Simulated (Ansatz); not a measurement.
The same path of CH₄OZn (7 atoms, charge 0, multiplicity 1) was run twice with different band settings. The coordinate that changes most is the dihedral H4–O1–C2–H5.

Level of theory: RKS r2SCAN-D4/def2-SVP in Ansatz.

Relaxed end points:

```xyz
7
Properties=species:S:1:pos:R:3
O -1.102 0.491 -0.920
C -0.131 0.555 0.132
Zn 1.107 -0.973 0.197
H -1.743 -0.188 -0.677
H -0.612 0.769 1.111
H 0.475 1.456 -0.080
H 2.068 -2.180 0.191
```

```xyz
7
Properties=species:S:1:pos:R:3
O -1.158 -0.029 -0.776
C -0.149 0.416 0.129
Zn 1.201 -0.996 0.217
H -1.835 0.659 -0.831
H -0.564 0.621 1.142
H 0.311 1.374 -0.203
H 2.255 -2.114 0.277
```

Common settings: movable images 9; climbing image yes; spring 5.0 eV/Å²; optimiser quadratic models (default); start path through a guess of the saddle point; force threshold 0.05 eV/Å; end points relaxed.

| run | iteration limit |
| --- | --- |
| 1 | 60 |
| 2 | 3 |

(1) What does each run give, and how far can it be trusted?

## Answers

(1) Run 1: converged after 16 iterations, highest image 0.026 eV above the first end. A vibrational analysis at the climbing image gives one clearly imaginary mode, 306i cm⁻¹: a first-order saddle point.
Run 2: not converged after 3 iterations, highest image 2.606 eV above the first end. The band didn't meet its force threshold, so its energies are provisional: the largest band force was still 1.94 eV/Å, and over the last iterations the top moved between 2.61 and 5.45 eV.
